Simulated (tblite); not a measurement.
C₆H₇FSi.
Structure used (GFN2-xTB), in Å, numbered top down from 1:
```
atom  x, y, z in Å
C1    -3.7162    0.3664    0.7864
C2    -2.7928   -0.2072    0.2725
C3    -1.7491   -0.9087   -0.3477
C4    -0.4541   -0.5665   -0.2312
F5     0.4542   -1.3319   -0.8844
C6     0.0695    0.5409    0.5217
C7     1.3642    0.8606    0.6218
Si8    2.8258   -0.0291   -0.1768
H9    -4.5149    0.8733    1.2392
H10   -2.0269   -1.7666   -0.9450
H11   -0.7012    1.1166    1.0213
H12    1.6009    1.7253    1.2283
H13    2.9096   -1.4021    0.3177
H14    2.7088    0.0207   -1.6329
H15    4.0180    0.7164    0.2446
```

Level: GFN2-xTB in tblite, geometry and Hessian alike; calculated harmonic values, unscaled, isolated species. The method is semi-empirical: single wavenumbers can be off by several per cent or more. Modes of hydrogen on silicon can be 10 to 20 % off. One conformer, not necessarily the lowest.

Harmonic wavenumbers (cm⁻¹): 41.3, 97.3, 149.9, 151.2, 191.2, 256.6, 264.2, 344.7, 400.3, 479.7, 489.7, 544.6, 577.8, 630.7, 637.8, 681.8, 722.2, 758.1, 768.8, 808.3, 810.3, 819.9, 857.4, 940.4, 1066.1, 1129.7, 1213.3, 1281.1, 1360.5, 1612.8, 1622.4, 2227.2, 2243.5, 2274.9, 2276.6, 3033.9, 3050.9, 3068.8, 3398.8.

A = 4803, B = 820.6, C = 706.7 MHz; mass 126.030 u (most abundant isotopes); point group Cs, symmetry number 1.

**Question.** What is the zero-point energy?

**Answer.** ½Σν̃ = 21642 cm⁻¹ = 258.90 kJ/mol.

**Question.** Entropy at 298.15 K, 1 bar (ideal gas, RRHO, classical rotation)?

**Answer.** Translation 169.17, rotation 121.90, vibration 113.58: S = 404.7 J/(mol K).

**Question.** And Cp and H(298.15 K) − H(0)?

**Answer.** Cp = 158.72 J/(mol K), of which vibrations give 125.46 (their classical limit is 39 R = 324.3); H(298.15 K) − H(0) = 28.36 kJ/mol without the zero-point energy, 18.45 from vibrations.

**Question.** Which modes carry the vibrational entropy at 298.15 K?

**Answer.** 41.3 cm⁻¹: 21.74; 97.3 cm⁻¹: 14.68; 149.9 cm⁻¹: 11.19; 151.2 cm⁻¹: 11.12; 191.2 cm⁻¹: 9.27; 256.6 cm⁻¹: 7.05 J/(mol K); the other 33 give 38.54 together.

**Question.** What must be added to the electronic energy to get the Gibbs energy at 298.15 K and 1 bar?

**Answer.** ZPE + [H(298.15 K) − H(0)] − T·S = 258.90 + 28.36 − 120.65 = 166.61 kJ/mol.

**Question.** How do the functions run with temperature in this model?

**Answer.** 
| T (K) | S (J/(mol K)) | Cp (J/(mol K)) | H − H(0) (kJ/mol) | G − H(0) (kJ/mol) | ln q(vib) |
| --- | --- | --- | --- | --- | --- |
| 150 | 319.2 | 95.6 | 9.39 | -38.49 | 2.60 |
| 250 | 378.4 | 139.6 | 21.17 | -73.43 | 5.02 |
| 400 | 456.2 | 192.2 | 46.31 | -136.17 | 8.76 |
| 600 | 543.3 | 237.2 | 89.60 | -236.41 | 13.58 |
| 900 | 647.9 | 277.9 | 167.40 | -415.75 | 20.13 |

q(vib) and H(0) count from the zero-point level.

Hindered rotation and anharmonicity are outside this model. Other conformers, if any are populated, would add a mixing term that is left out.

Hardware: one thread, Arm Neoverse V1 (aarch64), on a shared host. Cost: 0.52 s wall. The figure is for the frequency step alone.
